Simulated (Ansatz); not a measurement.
Consider the redistribution: `COB(C)O` + `CN[SiH](O)Br` → `COB(C)Br` + `CN[SiH](O)O`.

Isolated molecules relaxed with PBE0-D4/def2-TZVP in Ansatz; ΔE leaves out vibrations. CBS: MP2 limit from def2 TZ/QZ plus the TZ coupled-cluster correction, frozen cores. Functionals use def2-TZVPP. B3LYP here is the variant with VWN-RPA as its local correlation; programs differ in this. For Br outer-core shells are correlated without core-valence functions, which leaves a few kJ/mol of doubt a bond. Scalar relativity is left out up to krypton. One conformer a species, not always the lowest.

| level | ΔE (kJ/mol) |
| --- | --- |
| r2SCAN-D4 | 32.8 |
| B3LYP-D4 | 33.0 |
| B2PLYP | 30.3 |
| r2SCAN | 32.6 |
| PBE0 | 35.0 |
| HF/def2-TZVPP | 34.4 |
| SCS-MP2/def2-TZVPP | 27.8 |
| HF/CBS(def2) | 33.8 |

Problem. What does CCSD(T)/CBS give? (Best estimate.)

Solution. Computed: +29.3 kJ/mol. The listed levels differ from it by 3.5, 3.7, 1.0, 3.3, 5.7, 5.1, -1.5, 4.5 kJ/mol.

Largest T1 diagnostic among the species: 0.012.

In def2-TZVPP, CCSD(T) changes the Hartree–Fock value by −5.3 kJ/mol (the triples alone add −0.9 kJ/mol) and MP2 by −7.1 kJ/mol.
